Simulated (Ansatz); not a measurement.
`[OH][Hf]([Cl])([Cl])[Cl]` and `[SH][Hf]([Cl])([Cl])[Cl]` differ in one element.

Ansatz, PBE0-D4/def2-TZVP geometries, multiplicity 1. Each molecule was computed in one conformer, which needn't be the lowest.

Elements past krypton have def2 core potentials.

| property | `[OH][Hf]([Cl])([Cl])[Cl]` |
| --- | --- |
| HOMO–LUMO gap (B3LYP/def2-TZVPP) / eV | 7.40 |
| LUMO energy (B3LYP/def2-TZVPP) / eV | -1.60 |
| HOMO energy (B3LYP/def2-TZVPP) / eV | -9.01 |
| HOMO–LUMO gap (PBE0/def2-TZVPP) / eV | 7.90 |
| HOMO–LUMO gap (PBE/def2-TZVPP) / eV | 5.68 |
| HOMO–LUMO gap (ωB97M-V/def2-TZVPP) / eV | 12.21 |

What does the change do to each property? (Estimate.)

Ansatz gave: 
| property | `[SH][Hf]([Cl])([Cl])[Cl]` | shift |
| --- | --- | --- |
| HOMO–LUMO gap (B3LYP/def2-TZVPP) / eV | 5.52 | -1.88 |
| LUMO energy (B3LYP/def2-TZVPP) / eV | -2.46 | -0.86 |
| HOMO energy (B3LYP/def2-TZVPP) / eV | -7.98 | 1.03 |
| HOMO–LUMO gap (PBE0/def2-TZVPP) / eV | 5.97 | -1.93 |
| HOMO–LUMO gap (PBE/def2-TZVPP) / eV | 3.94 | -1.74 |
| HOMO–LUMO gap (ωB97M-V/def2-TZVPP) / eV | 10.20 | -2.01 |

With PBE0 the HOMO rises by 1.05 eV and the LUMO falls by 0.88 eV, so the gap narrows by about 1.93 eV. PBE moves the HOMO by 0.88 eV and ωB97M-V by 1.12 eV.

B3LYP here is the variant with VWN-RPA as its local correlation; programs differ in this.
